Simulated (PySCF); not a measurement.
Radial density of Ni²⁺ (nickel, charge +2)

PW91, [Ar] 3d7 4p1, one real determinant (an excited configuration). Computed with PySCF 2.14 in aug-cc-pwCVTZ-DK, with scalar relativity by spin-free X2C-1e.

```
r (bohr)  4πr²ρ (e/bohr)  4πr²(ρα − ρβ)
0.000960          0.2571         0.0000
 0.00161          0.6440         0.0000
 0.00271           1.579         0.0000
 0.00457           3.734         0.0000
 0.00768           8.315         0.0000
  0.0129           16.64        -0.0001
  0.0217           27.67        -0.0001
  0.0365           34.04         0.0016
  0.0615           29.07         0.0117
   0.103           29.02         0.0568
   0.174           38.48         0.2940
   0.293           22.27         1.3182
   0.492           18.05         3.1155
   0.828           16.24         2.8063
    1.39           3.765         1.0962
    2.34          0.7282         0.5613
    3.94          0.1378         0.1359
    6.63        0.001527         0.0015
```

Densities and radii are taken from the X2C orbitals without a picture-change correction, which distorts them close to the nucleus.

⟨L²⟩ = 13.86 against 20 for a pure G term, so this real determinant mixes terms.
